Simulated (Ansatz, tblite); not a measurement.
Two members of one family (Series CoX2), computed with Ansatz in the gas phase. HOMO and LUMO are taken over both spins. Binding counts from free atoms in the multiplicity of their measured ground term, without zero-point energy. Names give formal oxidation states. A dash marks a value that wasn't run or was left out as unsound. The structures are stationary points that may keep the symmetry of their start. Remarks come from the PBE and PBE0 runs and from stability tests at other levels; not every state was tested.

First: Co(NH2)2 (quartet, charge 0, PBE0-D4/def2-TZVP geometry).

```xyz
7

Co   -0.002   -0.004    0.000
N     1.441   -0.597    0.930
H     2.269   -1.015    0.532
H     1.555   -0.550    1.932
N    -1.443    0.590   -0.930
H    -1.555    0.555   -1.933
H    -2.265    1.021   -0.531
```

| level | HOMO (eV) | LUMO (eV) | gap (eV) | binding per atom (eV) |
| --- | --- | --- | --- | --- |
| LDA (SPW92)/def2-TZVP | -4.42 | -4.36 | 0.06 | – |
| PBE-D4/def2-TZVP | -4.27 | -3.79 | 0.48 | 3.27 |
| r2SCAN-D4/def2-TZVP | -4.65 | -3.15 | 1.50 | 3.16 |
| PBE0-D4/def2-SVP | -5.43 | -1.81 | 3.62 | 3.13 |
| BHLYP-D4/def2-TZVP | -7.28 | -1.10 | 6.18 | 3.06 |

Metal–donor distances: 2 × N 1.82 Å. Remarks: spin-contaminated (⟨S²⟩ up to 1.45) (doublet).

Second: CoMe2 (quartet, charge 0, PBE0-D4/def2-TZVP geometry).

| atom | x (Å) | y (Å) | z (Å) |
| --- | --- | --- | --- |
| Co1 | -0.094 | 0.368 | -0.452 |
| C2 | 1.855 | 0.377 | -0.094 |
| H3 | 2.068 | 0.713 | 0.926 |
| H4 | 2.386 | 1.048 | -0.780 |
| H5 | 2.283 | -0.624 | -0.217 |
| C6 | -1.858 | -0.361 | 0.077 |
| H7 | -1.876 | -1.453 | -0.010 |
| H8 | -2.662 | 0.031 | -0.560 |
| H9 | -2.103 | -0.100 | 1.111 |

Question: Estimate how these quantities change from the first to the second (second minus first).

Answer: 
```csv
level,Δ HOMO (eV),Δ LUMO (eV),Δ gap (eV),Δ binding per atom (eV)
LDA (SPW92)/def2-TZVP,-0.49,-0.36,0.13,–
PBE-D4/def2-TZVP,-0.71,-0.36,0.35,–
r2SCAN-D4/def2-TZVP,-0.76,-0.41,0.35,0.32
PBE0-D4/def2-SVP,-0.82,-0.51,0.31,0.37
BHLYP-D4/def2-TZVP,-0.13,-0.12,0.01,0.35
```

Metal–donor distances: 2 × C 1.98 Å. The relaxed doublet lies at -0.46 eV (LDA (SPW92)/def2-TZVP) to 1.26 eV (BHLYP-D4/def2-TZVP) from the quartet, so the order hangs on the level. Remarks: doublet lower at PBE.
